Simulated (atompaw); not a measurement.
## What one change does to a pseudopotential (nickel, PAW (atompaw))

atompaw 4.2.0.5 input, output lines left out:

```
Ni 28
GGA-PBE scalarrelativistic loggrid 1500 logderivrange -3 5 201
4 4 3 0 0 0
4 1 0
3 2 8
0 0 0
c
c
c
v
c
c
v
v
2
3.00 2.85 2.45 2.10
y
4.45
n
y
0.6
n
y
1.4
n
custom polynom gramschmidtortho sinc
bessel
3.00
1.70
3.00
3.00
1.10
1.10
```

Change: all radii scaled by about 0.90 (s 2.70, p 2.70, d 1.00 bohr); local potential bessel scheme, radius 2.20 bohr; augmentation sinc compensation charge, radius 2.56 bohr; PAW radius 2.70 bohr; waves and projectors: custom polynom gramschmidtortho; core correction smooth core density matched at 1.90 bohr.

Cutoffs: the cutoffs (Ry, on a coarse ladder) from which the occupation-weighted sum of valence levels, in a spherical-Bessel basis at the reference potential, stays within 10 and 1 mRy of its value at 400 Ry; they do not see the model core or the augmentation charge, which bear on the density cutoff.

Problem. What does the change do?

Solution. The potential gets harder (140 Ry and 200 Ry → 160 Ry and 260 Ry); neither file shows a bound ghost. A smaller radius makes the pseudo-wave follow the all-electron one further in, where it bends more sharply, so more plane waves are needed.

```tsv
quantity	base	changed
cutoff, loose	140 Ry	160 Ry
cutoff, tight	200 Ry	260 Ry
loose cutoff by channel (10 mRy a level)	s 6 Ry, d 70 Ry	s 6 Ry, d 90 Ry
bound ghosts	none	none
lowest overlap eigenvalue by channel	s 0.69, p 0.68, d 1.00	s 0.50, p 0.58, d 1.00
```

 The cutoffs see the waves, projectors and local potential, not the compensation charge or the core.
